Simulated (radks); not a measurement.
Task: Ir III, 75 electrons, occupied as [Xe] 4f14 5d7. All-electron calculation, non-relativistic Kohn-Sham, r2SCAN, spin-polarised, spherical densities, point nucleus; open shells are filled with parallel spins first (spin-orbit coupling, left out, can overturn this in heavy ions); meta-GGA in the generalised Kohn-Sham scheme; relativity is left out, which matters for an element this heavy. Program: a radial shooting solver on a logarithmic mesh with Libxc functionals. Some entries of the table are withheld. Estimate them.

orbital,occ.,eigenvalue (eV),<1/r> (bohr^-1)
1s down,1,-69367.17,76.44
1s up,1,-69367.16,76.44
2s up,1,-11549.64,17.98
2s down,1,-11549.30,17.98
2p up,3,-11086.21,18.00
2p down,3,-11085.96,18.00
3s up,1,-2700.228,6.957
3s down,1,-2700.180,6.957
3p up,3,-2483.512,6.900
3p down,3,-2483.445,6.901
3d up,5,-2080.180,6.820
3d down,5,-2079.990,6.820
4s up,1,-579.7489,3.023
4s down,1,-579.5709,3.022
4p up,3,-486.5996,2.929
4p down,3,-486.3973,2.928
4d up,5,-316.4005,2.737
4d down,5,-316.1311,2.737
5s up,1,(1),1.217
5s down,1,(2),1.225
4f up,7,-91.4797,2.360
4f down,7,-91.0894,2.364
5p up,3,-70.0049,(3)
5p down,3,-67.6254,(4)
5d up,5,-26.3419,0.8214
5d down,2,-23.7678,0.8173

Result: 
(1) 5s up eigenvalue (eV): -98.5031
(2) 5s down eigenvalue (eV): -96.3293
(3) 5p up <1/r> (bohr^-1): 1.105
(4) 5p down <1/r> (bohr^-1): 1.113
